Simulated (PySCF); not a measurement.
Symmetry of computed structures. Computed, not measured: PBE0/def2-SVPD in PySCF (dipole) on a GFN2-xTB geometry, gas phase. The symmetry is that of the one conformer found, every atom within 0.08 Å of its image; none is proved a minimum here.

Question: Point group, rotor type and polarity of methanol (`CO`)?

Answer: Cs; near-prolate asymmetric top; symmetry number 1; 2 operations, which sort the 6 atoms into 5 sets; dipole 1.67 D, in the ab plane, which is the mirror.

Question: Point group, rotor type and polarity of `[CH2:1]=[C:2]([CH2:3][CH3:4])[C:5]([NH2:6])=[O:7]` with C1–C2–C3–C4 96°, C1–C2–C5–N6 40°, C2–C5–N6–H 3° and 180°?

Answer: C1; asymmetric top; symmetry number 1; this conformer is chiral (no improper operation); dipole 3.49 D; A, B, C = 3987, 2193, 1565 MHz.

Question: Point group, rotor type and polarity of `[CH3:1][c:2]1[n:3][cH:4][n:5][c:6]([F:7])[c:8]1[Cl:9]` with H–C1–C2–N3 0° (nearest H)?

Answer: Cs; asymmetric top; symmetry number 1; 2 operations, which sort the 13 atoms into 12 sets; dipole 2.14 D, in the ab plane, which is the mirror; A, B, C = 1802, 1589, 849.0 MHz; heavy atoms equivalent by symmetry: none.
